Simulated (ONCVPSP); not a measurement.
**Tl: excitation energies, all-electron against ONCV**

thallium (Tl), optimised norm-conserving Vanderbilt (ONCV), made with ONCVPSP 4.0.1 (LDA (Perdew-Zunger), scalar-relativistic). Core [Xe] 4f14 5d10, reference 6s2 6p1. Waves: 6s: rc 2.05 bohr, ncon 4, nbas 8, qcut 2.5 1/bohr, local; 6p: rc 2.10 bohr, ncon 4, nbas 7, qcut 3.5 1/bohr, 2 projectors, debl 2.7 Ha. Local part: the s channel. Core correction: Teter function, fcfact 2.25, rcfact 1.2.

Energies are relative to the spin-unpolarised reference configuration 6s2 6p1; without spin polarisation the order of configurations can differ from experiment.

```tsv
valence configuration	charge	ΔE all-electron (eV)	error AE − PS (meV)
6s1 6p0	+2	26.608	-46
6s2 6p0.5	+0.5	1.969	+1.6
6s1 6p1	+1	13.787	-41
```

Question: What are ΔE and the potential's error for 6s2 6p0?

Answer: ΔE = 5.409 eV all-electron; the error (AE − PS) is +11 meV.

Levels in the configuration 6s1 6p0:

```json
{"level": "6s", "all-electron (eV)": "-25.824", "pseudo (eV)": "-25.877"}
```
